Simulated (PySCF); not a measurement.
**Magnetisability: `C=CC/N=C/C(F)(F)F`, C5H6F3N**

Geometry (Å), atoms numbered from 1 in this order:
```xyz
15

C     2.854   -0.143    0.349
C     1.783    0.624    0.323
C     0.728    0.551   -0.746
N    -0.554    0.549   -0.121
C    -1.363   -0.387   -0.291
C    -2.697   -0.361    0.410
F    -3.699   -0.619   -0.450
F    -2.974    0.800    0.999
F    -2.764   -1.312    1.359
H     3.594   -0.054    1.126
H     3.047   -0.882   -0.411
H     1.591    1.359    1.090
H     0.891   -0.316   -1.404
H     0.773    1.473   -1.337
H    -1.213   -1.274   -0.918
```

Method used: GIAO X3LYP/MINI magnetisability, non-relativistic, IEF-PCM chloroform (PySCF 2.14.0). Geometry: GFN2-xTB.

Task: How diamagnetic is it, and how anisotropic?

Result: Isotropic -1158 × 10⁻³⁰ J/T², or -69.7 × 10⁻⁶ cm³/mol; principal values -1300, -1108, -1065 × 10⁻³⁰ J/T², anisotropy 217 × 10⁻³⁰ J/T² (root of half the summed squared differences of the principal values). The susceptibility is in cgs units.

Task: Split it along the inertial axes a, b, c into diamagnetic and paramagnetic parts about the centre of mass, with the quadrupole moment.

Result: 
```tsv
axis	χ (10⁻⁶ cm³/mol)	diamagnetic (10⁻⁶ cm³/mol)	paramagnetic (10⁻⁶ cm³/mol)	summed x² of all electrons (Å²)	quadrupole Θ (D Å)
a	-66.6	-391.8	325.2	373.4	-0.39
b	-78.3	-1765.9	1687.6	49.6	-1.66
c	-64.3	-1794.7	1730.4	42.8	+2.05
```
Anisotropies 2χaa − χbb − χcc = +9.4 and 2χbb − χaa − χcc = -25.7 × 10⁻⁶ cm³/mol. Θ is traceless in Buckingham's convention.
